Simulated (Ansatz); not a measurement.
# Pulling the pair apart

The pair of Cu⁺ (SMILES [Cu+], atom 1) and H2O (SMILES O, atoms 2–4), both closed shells, in one local arrangement (a lower one may exist), relaxed at PBE0-D4/def2-TZVP:

Cu1  (-0.221, -0.117, -1.718)
O2  (0.024, 0.015, 0.201)
H3  (0.493, 0.719, 0.663)
H4  (-0.296, -0.616, 0.855)
(Å)

H2O is shifted rigidly along the line between the mean atom positions of the two fragments (negative: closer). Counterpoise interaction energies in kcal/mol. Ansatz 0.2.0; basis: def2-TZVPPD; cores frozen in the correlated methods. The 3s and 3p shells of Cu and Zn are frozen; filled d shells are correlated.

| shift (Å) | PBE-D4 | MP2 | HF |
| --- | --- | --- | --- |
| -0.19 | -40.10 | -32.02 | -18.63 |
| -0.10 | -43.81 | -36.09 | -25.85 |
| 0.00 | -44.41 | -37.14 | -29.31 |
| 0.10 | -43.26 | -36.45 | -30.45 |
| 0.23 | -40.18 | -33.98 | -29.84 |
| 0.48 | -33.06 | -28.01 | -25.98 |
| 0.97 | -21.44 | -18.43 | -18.10 |
| 1.94 | -10.00 | -9.24 | -9.57 |

**Question.** What does CCSD(T) give at these shifts? (An estimate is asked for; the value comes from the calculation.)

**Answer.** Computed: -29.39, -34.29, -35.93, -35.64, -33.53, -27.87, -18.38, -9.18 kcal/mol. For zero shift, CCSD(T) at an estimated basis limit (MP2 extrapolated from triple and quadruple zeta, plus CCSD(T) − MP2 in triple zeta) gives -39.10 kcal/mol. These are counterpoise interaction energies, counted from the two frozen fragments.

No T1 diagnostic of these runs exceeds 0.023.

For scale, one of the runs: CCSD(T)/def2-TZVPPD, 141 basis functions, launched by `ansatz run in.yaml --threads 2 --pin off --events-out ev --progress --plain --max-ram 5222MiB`. Time: 19 s of wall clock on 2 CPU threads of an Arm Neoverse V1; the host was shared. Peak host memory: 0.77 GiB.
